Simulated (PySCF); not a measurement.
Telling isomers of C7H10O apart by NMR

PySCF 2.14.0 with density-fitted response routines calculation with GFN2-xTB structure and NMR shieldings at PBE0/pcSseg-1/GIAO; gas phase, non-relativistic, averaged over atoms made equivalent by symmetry, fast rotation or ring inversion, one computed conformer.

Shifts are taken against calculated references (same method and geometry level): ¹H, ¹³C against TMS. Where no couplings were computed, multiplicities follow the n + 1 count of equivalent neighbours, and m marks all less simple cases (inequivalent or close neighbours, rings, F or P nearby). Shifts are as computed. Against solution values, carbons near 30 ppm lie about +3 ppm off and those near 130 ppm about +5 ppm. Of 1211 compounds with measured shifts, 218 miss one by over three times the rms of a fit or turn the order of signals round; such compounds aren't used in these exercises.

(1) Tabulate the signals of `O=C[C@]12CC[C@H](C1)C2`, `COC1=CC=CCC1` and their relative energies.

(2) What is the quickest way to tell O=C[C@]12CC[C@H](C1)C2 from COC1=CC=CCC1?

Answers

(1) 
| SMILES | carbon types | δC | δH | E rel. (kcal/mol) |
| --- | --- | --- | --- | --- |
| O=C[C@]12CC[C@H](C1)C2 | 1×C 2×CH 4×CH2 | 205.8, 61.1, 41.1, 40.1, 30.7, 27.3 | 10.26 (s, 1H), 2.42 (m, 1H), 1.94 (m, 2H), 1.80 (m, 2H), 1.78 (m, 2H), 0.99 (m, 2H) | 0.0 |
| COC1=CC=CCC1 | 1×C 3×CH 2×CH2 1×CH3 | 168.1, 132.1, 123.8, 96.8, 55.6, 30.9, 27.5 | 6.20 (m, 1H), 5.60 (m, 1H), 4.93 (d, 1H), 3.74 (s, 3H), 2.29 (m, 2H), 2.27 (m, 2H) | 0.5 |

Energies are electronic energies at PBE0/pcSseg-1 on these geometries, without zero-point or thermal terms, each for the one conformer computed, which needn't be the lowest.

(2) Count the carbon signals: 6 against 7. The first has an aldehyde carbonyl carbon (CH) at 205.8 ppm, the second an alkene carbon bearing oxygen (C) at 168.1 ppm. In the proton spectra the most deshielded non-exchanging signals are 10.26 (s, 1H) and 6.20 (m, 1H).
